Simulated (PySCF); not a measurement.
CH2BrF, SMILES FCBr, point group Cs.

Level: PBE0/pcSseg-1 in PySCF (density fitting, grid level 2); geometry and Hessian at that level, cubic constants and property derivatives from steps of ±0.6 along each species' dimensionless normal coordinates, second-order vibrational perturbation theory. The parent has the commonest isotopes.

Equilibrium geometry (Å):

| atom | x | y | z |
| --- | --- | --- | --- |
| F1 | -0.8086 | 1.1099 | -0.0750 |
| C2 | -0.1488 | -0.0686 | -0.0113 |
| Br3 | 1.7663 | 0.2175 | -0.0122 |
| H4 | -0.3935 | -0.5782 | 0.9217 |
| H5 | -0.3809 | -0.6692 | -0.8920 |

Task: Give the equilibrium and ground-state rotational constants (MHz) of parent; ¹³C at 2; ²H at 4; ¹³C at 2, ²H at 4; ⁸¹Br at 3; ¹³C at 2, ⁸¹Br at 3; ²H at 4, ²H at 5.

Result: 
```json
{"species": "parent", "Ae": "40581", "Be": "3754.5", "Ce": "3516", "A0": "40185", "B0": "3738.2", "C0": "3496.9", "Δ0 (u Å²)": "-3.249", "harmonic ZPE (cm⁻¹)": "6730"}
{"species": "¹³C at 2", "Ae": "39286", "Be": "3719.8", "Ce": "3475.7", "A0": "38911", "B0": "3704", "C0": "3457.1", "Δ0 (u Å²)": "-3.244", "harmonic ZPE (cm⁻¹)": "6687"}
{"species": "²H at 4", "Ae": "34195", "Be": "3693", "Ce": "3439.7", "A0": "33890", "B0": "3676.8", "C0": "3421.2", "Δ0 (u Å²)": "-4.645", "harmonic ZPE (cm⁻¹)": "5983"}
{"species": "¹³C at 2, ²H at 4", "Ae": "33338", "Be": "3659.4", "Ce": "3402.1", "A0": "33047", "B0": "3643.8", "C0": "3384.2", "Δ0 (u Å²)": "-4.655", "harmonic ZPE (cm⁻¹)": "5939"}
{"species": "⁸¹Br at 3", "Ae": "40570", "Be": "3728.7", "Ce": "3493.3", "A0": "40174", "B0": "3712.5", "C0": "3474.4", "Δ0 (u Å²)": "-3.249", "harmonic ZPE (cm⁻¹)": "6729"}
{"species": "¹³C at 2, ⁸¹Br at 3", "Ae": "39275", "Be": "3693.7", "Ce": "3452.9", "A0": "38900", "B0": "3678.1", "C0": "3434.4", "Δ0 (u Å²)": "-3.244", "harmonic ZPE (cm⁻¹)": "6686"}
{"species": "²H at 4, ²H at 5", "Ae": "29596", "Be": "3626.3", "Ce": "3373.8", "A0": "29349", "B0": "3610.3", "C0": "3355.8", "Δ0 (u Å²)": "-6.604", "harmonic ZPE (cm⁻¹)": "5231"}
```

Δ0 = Ic − Ia − Ib from the ground-state constants.

Task: How is the parent's vibrational correction B0 − Be made up?

Result: 
```json
{"axis": "a", "harmonic": "201", "Coriolis": "-23.4", "cubic": "-574", "total (MHz)": "-396"}
{"axis": "b", "harmonic": "5.6", "Coriolis": "-0.177", "cubic": "-21.8", "total (MHz)": "-16.3"}
{"axis": "c", "harmonic": "3.27", "Coriolis": "-0.25", "cubic": "-22.1", "total (MHz)": "-19.1"}
```

Task: And its quartic centrifugal distortion constants from the harmonic force field?

Result: Asymmetric top, A reduction, Ir representation: ΔJ = 1.73 kHz, ΔJK = -24.7 kHz, ΔK = 543 kHz, δJ = 0.173 kHz, δK = 7.55 kHz.

Task: Which nuclear quadrupole couplings χaa, χbb, χcc (MHz) does the parent show, at equilibrium and averaged?

Result: 79Br at 3: 456.2, -150.8, -305.4 and 456.2, -149.6, -306.6.
